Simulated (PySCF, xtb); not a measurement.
CH₄Cl₂Ge, SMILES [CH3][GeH]([Cl])[Cl].

GFN2-xTB (xtb 6.7.1) at its own geometry gives an orbital gap of 6.97 eV and a dipole moment of 2.61 D.

Geometry optimised at r2SCAN-D4/def2-SVP.

Question: What does PySCF with PBE/def2-TZVP give? (The exact figures need the calculation; the answer reports its results.)

Answer: gap 5.96 eV (levels -7.39 and -1.43 eV), dipole 2.67 D.
